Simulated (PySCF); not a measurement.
A structure optimised at B3LYP-D3(BJ)/def2-SVP, used in a PySCF frequency run:

```
Te
Cl 1 2.3194
Cl 1 2.3194 2 99.93
Cl 1 2.3194 2 99.93 3 -102.02
```
Charge +1, spin multiplicity 1.

**Question.** Write its SMILES, formula and point group.

**Answer.** Cl[Te+](Cl)Cl, Cl3Te, C3v

**Question.** What are its rotational constants (standard atomic weights)?

**Answer.** 1.7323, 1.7323, 1.1302 GHz
